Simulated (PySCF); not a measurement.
C4H10Cd, singlet, geometry from GFN2-xTB (such geometries of metal compounds can be far from the true shape) (core potentials on Cd); DF-CAMB3LYP/def2-SV(P) (PySCF).

The PySCF input:
```python
from pyscf import gto, scf, dft

mol = gto.M(
    atom='''
Cd   -0.475400   -0.236634   -0.156216
C    -0.150850   -0.568413    2.039680
C     1.272727   -1.115059    2.163723
H    -0.845263   -1.261331    2.519354
H    -0.216770    0.390797    2.568107
H     1.998595   -0.442137    1.691853
H     1.358573   -2.101275    1.697125
H     1.565728   -1.225708    3.212921
C     0.537291    0.734691   -1.907827
C     0.813138    2.178353   -1.482752
H    -0.028028    0.736817   -2.842035
H     1.491062    0.225179   -2.095179
H     1.375845    2.214967   -0.542228
H    -0.119187    2.735704   -1.351833
H     1.404797    2.707976   -2.236678
''',
    basis='def2-sv(p)',
    ecp={'Cd': 'def2-sv(p)'},
    charge=0,
    spin=0,
    verbose=4,
)

mf = dft.RKS(mol)
mf.xc = 'camb3lyp'
mf = mf.density_fit(auxbasis='def2-universal-jkfit')
mf.kernel()
mf.analyze()
```

Problem. What does PySCF print? Leave out banner, timings and long lists.

Solution. 
```
PySCF version 2.14.0

[INPUT] verbose = 4
[INPUT] num. atoms = 15
[INPUT] num. electrons = 54
[INPUT] charge = 0
[INPUT] spin (= nelec alpha-beta = 2S) = 0
[INPUT] symmetry False subgroup None
[INPUT] Mole.unit = angstrom
[INPUT] Symbol           X                Y                Z      unit          X                Y                Z       unit  Magmom
[INPUT]  1 Cd    -0.475400000000  -0.236634000000  -0.156216000000 AA   -0.898375799618  -0.447173451760  -0.295205456275 Bohr   0.0
[INPUT]  2 C     -0.150850000000  -0.568413000000   2.039680000000 AA   -0.285065185891  -1.074144895642   3.854436581753 Bohr   0.0
[INPUT]  3 C      1.272727000000  -1.115059000000   2.163723000000 AA    2.405105461339  -2.107156122731   4.088843879422 Bohr   0.0
[INPUT]  4 H     -0.845263000000  -1.261331000000   2.519354000000 AA   -1.597315573228  -2.383570142424   4.760889070827 Bohr   0.0
[INPUT]  5 H     -0.216770000000   0.390797000000   2.568107000000 AA   -0.409635932022   0.738499300302   4.853018888578 Bohr   0.0
[INPUT]  6 H      1.998595000000  -0.442137000000   1.691853000000 AA    3.776797183925  -0.835517839537   3.197138813024 Bohr   0.0
[INPUT]  7 H      1.358573000000  -2.101275000000   1.697125000000 AA    2.567330890229  -3.970834262395   3.207101449152 Bohr   0.0
[INPUT]  8 H      1.565728000000  -1.225708000000   3.212921000000 AA    2.958797105563  -2.316252428688   6.071540749864 Bohr   0.0
[INPUT]  9 C      0.537291000000   0.734691000000  -1.907827000000 AA    1.015332839194   1.388364776183  -3.605270523051 Bohr   0.0
[INPUT] 10 C      0.813138000000   2.178353000000  -1.482752000000 AA    1.536608121477   4.116490572625  -2.801995190651 Bohr   0.0
[INPUT] 11 H     -0.028028000000   0.736817000000  -2.842035000000 AA   -0.052965243819   1.392382333924  -5.370667786428 Bohr   0.0
[INPUT] 12 H      1.491062000000   0.225179000000  -2.095179000000 AA    2.817698814746   0.425526639003  -3.959314491940 Bohr   0.0
[INPUT] 13 H      1.375845000000   2.214967000000  -0.542228000000 AA    2.599970239852   4.185681004950  -1.024662417071 Bohr   0.0
[INPUT] 14 H     -0.119187000000   2.735704000000  -1.351833000000 AA   -0.225230787609   5.169731317877  -2.554594136149 Bohr   0.0
[INPUT] 15 H      1.404797000000   2.707976000000  -2.236678000000 AA    2.654681590611   5.117332991895  -4.226708848840 Bohr   0.0

nuclear repulsion = 237.524496472083
number of shells = 54
number of NR pGTOs = 186
number of NR cGTOs = 100
basis = def2-sv(p)
ecp = {'Cd': 'def2-sv(p)'}

******** <class 'pyscf.df.df_jk.DFRKS'> ********
method = DFRKS
initial guess = minao
damping factor = 0
level_shift factor = 0
DIIS = <class 'pyscf.scf.diis.CDIIS'>
diis_start_cycle = 1
diis_space = 8
diis_damp = 0
SCF conv_tol = 1e-09
SCF conv_tol_grad = None
SCF max_cycles = 50
direct_scf = False
XC library pyscf.dft.libxc version 7.1.2
    S. Lehtola, C. Steigemann, M. J. T. Oliveira, and M. A. L. Marques,  SoftwareX 7, 1–5 (2018)
XC functionals = camb3lyp
    T. Yanai, D. P. Tew, and N. C. Handy,  Chem. Phys. Lett. 393, 51 (2004)
radial grids:
    Treutler-Ahlrichs [JCP 102, 346 (1995); DOI:10.1063/1.469408] (M4) radial grids

becke partition: Becke, JCP 88, 2547 (1988); DOI:10.1063/1.454033
pruning grids: <function nwchem_prune>
grids dens level: 3
symmetrized grids: False
atomic radii adjust function: <function treutler_atomic_radii_adjust>
small_rho_cutoff = 0
Set gradient conv threshold to 3.16228e-05
Initial guess from minao.
tot grids = 176944
******** <class 'pyscf.df.df.DF'> ********
auxbasis = def2-universal-jkfit
Create RSH-DF object <pyscf.df.df.DF object> for omega=0.33
******** <class 'pyscf.df.df.DF'> ********
auxbasis = auxmol.basis = def2-universal-jkfit
init E= -311.793704049861
  HOMO = -0.629260062489186  LUMO = -0.537415577379228  gap/eV = 2.49922
cycle= 1 E= -324.821884366694  delta_E=  -13  |g|= 1.89  |ddm|= 5.31
  HOMO = 0.111476316772956  LUMO = 0.120142744776897  gap/eV = 0.23583
cycle= 2 E= -314.470440685525  delta_E= 10.4  |g|= 6.48  |ddm|= 28.6
  HOMO = -0.239610126473602  LUMO = -0.0190865292832427  gap/eV = 6.00075
cycle= 3 E= -325.823831046745  delta_E= -11.4  |g|= 0.206  |ddm|= 28.1
  HOMO = -0.268973110572352  LUMO = -0.000844562427110063  gap/eV = 7.29615
cycle= 4 E= -325.835569679933  delta_E= -0.0117  |g|= 0.178  |ddm|= 0.676
  HOMO = -0.251920696178244  LUMO = -0.00152096672720603  gap/eV = 6.81372
cycle= 5 E= -325.844113456699  delta_E= -0.00854  |g|= 0.026  |ddm|= 0.192
  HOMO = -0.261835035187858  LUMO = -0.0103746869343322  gap/eV = 6.84258
cycle= 6 E= -325.844384290016  delta_E= -0.000271  |g|= 0.00808  |ddm|= 0.0568
  HOMO = -0.262039631657617  LUMO = -0.0107786548193651  gap/eV = 6.83716
cycle= 7 E= -325.844407042094  delta_E= -2.28e-05  |g|= 0.00384  |ddm|= 0.0172
  HOMO = -0.262320403816787  LUMO = -0.0108219607115618  gap/eV = 6.84362
cycle= 8 E= -325.844411917474  delta_E= -4.88e-06  |g|= 0.000531  |ddm|= 0.00636
  HOMO = -0.262268161259357  LUMO = -0.0108194461897178  gap/eV = 6.84227
cycle= 9 E= -325.844412060183  delta_E= -1.43e-07  |g|= 0.000116  |ddm|= 0.00138
  HOMO = -0.262261773744786  LUMO = -0.0108150733750492  gap/eV = 6.84221
cycle= 10 E= -325.844412070392  delta_E= -1.02e-08  |g|= 3.27e-05  |ddm|= 0.000418
  HOMO = -0.262261439548825  LUMO = -0.0108139775698781  gap/eV = 6.84223
cycle= 11 E= -325.844412070853  delta_E= -4.61e-10  |g|= 2.23e-05  |ddm|= 7.48e-05
  HOMO = -0.262260945875845  LUMO = -0.0108139501640494  gap/eV = 6.84222
Extra cycle  E= -325.844412070843  delta_E= 1e-11  |g|= 2.78e-05  |ddm|= 5.61e-05
converged SCF energy = -325.844412070843
**** SCF Summaries ****
Total Energy =                        -325.844412070842964
Nuclear Repulsion Energy =             237.524496472082575
One-electron Energy =                 -980.454627892434246
Two-electron Energy =                  417.085719349508679
Two-electron Coulomb Energy =          457.744864054169568
DFT Exchange-Correlation Energy =      -40.659144704660875
HOMO-LUMO gap [eV] =                     6.842221263882946
**** MO energy ****
MO #1   energy= -10.2364425379892  occ= 2
MO #2   energy= -10.2363168174351  occ= 2
MO #3   energy= -10.2319059454823  occ= 2
MO #4   energy= -10.2318969535864  occ= 2
MO #5   energy= -4.23451447273276  occ= 2
MO #6   energy= -2.74238074959838  occ= 2
MO #7   energy= -2.74187733149595  occ= 2
MO #8   energy= -2.73319691456538  occ= 2
MO #9   energy= -0.810429565037026 occ= 2
MO #10  energy= -0.808482253423224 occ= 2
MO #11  energy= -0.662362150136083 occ= 2
MO #12  energy= -0.656334699381226 occ= 2
MO #13  energy= -0.58327148529083  occ= 2
MO #14  energy= -0.582826511792666 occ= 2
MO #15  energy= -0.579967616665916 occ= 2
MO #16  energy= -0.579500741782068 occ= 2
MO #17  energy= -0.572043751431035 occ= 2
MO #18  energy= -0.496583484707569 occ= 2
MO #19  energy= -0.494163861443314 occ= 2
MO #20  energy= -0.475342075382417 occ= 2
MO #21  energy= -0.466379414325883 occ= 2
MO #22  energy= -0.4145923159582   occ= 2
MO #23  energy= -0.414128570314535 occ= 2
MO #24  energy= -0.397187683712273 occ= 2
MO #25  energy= -0.396853891001244 occ= 2
MO #26  energy= -0.33231620824224  occ= 2
MO #27  energy= -0.262260945875845 occ= 2
MO #28  energy= -0.0108139501640494 occ= 0
MO #29  energy= 0.0206961411129303 occ= 0
MO #30  energy= 0.0631345714010632 occ= 0
MO #31  energy= 0.105164637122893  occ= 0
MO #32  energy= 0.148170439580471  occ= 0
MO #33  energy= 0.156196165444676  occ= 0
MO #34  energy= 0.170045240463177  occ= 0
MO #35  energy= 0.175213048006916  occ= 0
Dipole moment(X, Y, Z, Debye): -0.81845, -0.39483, -0.27097
```
